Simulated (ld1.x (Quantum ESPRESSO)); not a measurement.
**oxygen (O): TM pseudisation with PBE, scalar-relativistic reference atom.**

oxygen, norm-conserving Troullier–Martins (Kleinman–Bylander form), made with ld1.x (Quantum ESPRESSO) 7.5 (PBE, scalar-relativistic). Core [He], reference 2s2 2p3.75 (charge +0.25). Waves: 2s (bound): rc 0.60 bohr; 2p (bound): rc 1.75 bohr. Local part: all-electron potential smoothed inside 0.95 bohr (lloc = -1). Core correction: none.

(1) Estimate the cutoffs (Ry, on a coarse ladder) from which the occupation-weighted sum of valence levels, in a spherical-Bessel basis at the reference potential, stays within 10 and 1 mRy of its value at 400 Ry.

(2) Does the potential have ghost states?

(3) Which valence shell sets the plane-wave cutoff?

(4) Tests: 2s2 2p4; 2s2 2p3; 2s2 2p2; 2s2 2p4.3; 2s2 2p3.5; 2s2 2p1; 2s1 2p4. Which has the largest error in its energy relative to the reference configuration, and how large is it?

Results:

(1) 200 Ry and over 300 Ry.

(2) No extra level below or beside the all-electron valence levels (s, p, d, f tested).

(3) 2s: its level needs over 300 Ry to come within 1 mRy, against 50 Ry for 2p.

(4) 2s2 2p1, with +1358 meV (all-electron minus pseudo) on +101.20 eV.
